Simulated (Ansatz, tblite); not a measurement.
Forces on the cluster Cu4S4 at its PBE-D4/def2-SVP geometry. Total charge 0; singlet.

The xTB rows come from tblite. The restricted singlet is unstable towards broken spin symmetry at other levels; at PBE-D4/def2-TZVP this wasn't settled. No other spin state of charge 0 was run. The geometry of the singlet was relaxed on an unsound state (an occupied level 0.00 eV above an empty one). Another isomer (singlet) lies 0.49 eV lower at PBE0-D4/def2-TZVP; other spin states weren't run for this one.

GFN1-xTB (tblite), largest force 0.78 eV/Å:

```xyz
8
positions Å, forces eV/Å
Cu    1.740   -0.113   -0.310    0.126    0.180   -0.098
Cu   -0.101    0.222    1.408    0.257    0.247   -0.192
Cu   -0.596   -0.757   -1.060    0.270    0.273   -0.116
Cu    0.337    1.818   -0.775   -0.033    0.091   -0.025
S    -2.028   -1.971    0.050   -0.018    0.167    0.762
S    -1.665   -1.204    1.940   -0.275   -0.391   -0.615
S     0.798    0.324   -2.366   -0.143   -0.255    0.215
S     1.515    1.681    1.114   -0.184   -0.314    0.069
```

GFN2-xTB (tblite), largest force 0.96 eV/Å:

```
Cu 0.506 -0.312 0.018
Cu 0.113 0.102 0.024
Cu 0.082 0.042 -0.120
Cu -0.385 0.607 -0.153
S 0.120 0.355 0.885
S -0.210 -0.356 -0.864
S -0.035 -0.079 0.463
S -0.191 -0.360 -0.252
```

PBE-D4/def2-TZVP (Ansatz), largest force 0.53 eV/Å:

```
Cu 0.195 0.041 -0.054
Cu -0.042 0.022 0.273
Cu -0.133 -0.158 -0.184
Cu 0.089 0.117 -0.065
S 0.242 0.330 0.332
S 0.089 -0.027 -0.519
S -0.146 -0.029 0.459
S -0.295 -0.297 -0.243
```
